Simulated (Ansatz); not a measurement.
Ansatz (an electronic-structure program) input (CCSD(T)/aug-cc-pV(D+d)Z):
A basis named .json is the Basis Set Exchange file of that set.

Ansatz 0.2 input:
```yaml
crystal:
  periodic: [false, false, false]
  atoms:
    - {symbol: Si, position_ang: [-0.21240705, 0.33147892, -0.17258884]}
    - {symbol: C, position_ang: [1.45444967, 0.01627001, -0.97308253]}
    - {symbol: C, position_ang: [-1.24052296, -1.23310667, -0.05593668]}
    - {symbol: F, position_ang: [0.07090265, 0.83317002, 1.34332383]}
    - {symbol: H, position_ang: [2.00167414, -0.74104582, -0.40258816]}
    - {symbol: H, position_ang: [1.32489862, -0.34808220, -1.99412074]}
    - {symbol: H, position_ang: [2.05923133, 0.92299950, -1.00694183]}
    - {symbol: H, position_ang: [-1.44373842, -1.63160935, -1.05190562]}
    - {symbol: H, position_ang: [-2.19376592, -1.04867008, 0.44042678]}
    - {symbol: H, position_ang: [-0.69628524, -1.99180714, 0.51557413]}
basis:
  gaussian:
    orbitals: aug-cc-pV_D+d_Z.json
magnetization: {spin_polarized: true, initial_magnetization: 1}
correlation: {method: ccsd_t, electrons: outside_noble_gas}
output: {forces: true}
```

End of the output:

```
integrals: 0.78 GiB planned
1535 factors; integrals over basis functions are off by at most 1.1e-3 eV
mean field: 0.81 GiB planned
mean field evaluation 1: about -12721.5591 eV, gradient 2.9e1 eV
mean field evaluation 2: about -12721.5599 eV, gradient 2.9e1 eV
mean field evaluation 4: about -12725.8944 eV, gradient 3.0e0 eV
mean field evaluation 8: about -12725.9971 eV, gradient 1.4e-1 eV
mean field evaluation 16: about -12725.9810 eV, gradient 1.2e0 eV
mean field -12725.99755889 eV, -467.6717842982 hartree, gradient 1.9e-6 eV, S^2 0.752736; 0 other end points of the search recorded, 0 dependent functions left out
8 core orbitals not correlated
reference -12725.99755889 eV, -467.6717842982 hartree; 13, 12 occupied and 134, 135 virtual orbitals, 1535 factors
densities: 6.03 GiB planned
second order -16.14060691 eV of doubles, -0.00000000 eV of singles
coupled cluster: 3.29 GiB planned
cycle   1  -16.82962230 eV  change   -6.9e-1 eV  update   9.4e-2
cycle   2  -17.22158556 eV  change   -3.9e-1 eV  update   2.9e-2
cycle   3  -17.33237909 eV  change   -1.1e-1 eV  update   1.5e-2
cycle   4  -17.33276032 eV  change   -3.8e-4 eV  update   4.0e-3
cycle   5  -17.33051012 eV  change    2.3e-3 eV  update   1.8e-3
cycle   6  -17.33053778 eV  change   -2.8e-5 eV  update   7.0e-4
cycle   7  -17.33063633 eV  change   -9.9e-5 eV  update   2.8e-4
cycle   8  -17.33065194 eV  change   -1.6e-5 eV  update   9.3e-5
cycle   9  -17.33067276 eV  change   -2.1e-5 eV  update   3.6e-5
cycle  10  -17.33067238 eV  change    3.8e-7 eV  update   1.4e-5
cycle  11  -17.33066826 eV  change    4.1e-6 eV  update   6.1e-6
cycle  12  -17.33067059 eV  change   -2.3e-6 eV  update   2.8e-6
perturbative correction -0.50322884 eV, -0.0184933186 hartree
the calculation of the forces begins
Total energy: -12743.83145831 eV, -468.3271680138 hartree
Atom 0 at    -0.212407     0.331479    -0.172589 Å, force    -0.191732    -0.112701    -0.716918 eV/Å
Atom 1 at     1.454450     0.016270    -0.973083 Å, force    -0.263114     0.079463     0.118397 eV/Å
Atom 2 at    -1.240523    -1.233107    -0.055937 Å, force     0.137519     0.265194    -0.017945 eV/Å
Atom 3 at     0.070903     0.833170     1.343324 Å, force     0.147682     0.291647     0.831247 eV/Å
Atom 4 at     2.001674    -0.741046    -0.402588 Å, force     0.226750    -0.326839     0.250258 eV/Å
Atom 5 at     1.324899    -0.348082    -1.994121 Å, force    -0.049195    -0.169425    -0.464859 eV/Å
Atom 6 at     2.059231     0.922999    -1.006942 Å, force     0.277579     0.406137    -0.018813 eV/Å
Atom 7 at    -1.443738    -1.631609    -1.051906 Å, force    -0.094974    -0.190648    -0.449279 eV/Å
Atom 8 at    -2.193766    -1.048670     0.440427 Å, force    -0.432200     0.077087     0.222737 eV/Å
Atom 9 at    -0.696285    -1.991807     0.515574 Å, force     0.241687    -0.319915     0.245175 eV/Å
Dipole moment:     0.019840    -0.253553    -0.287101 e Å
```

It need not be the lowest isomer of its formula.
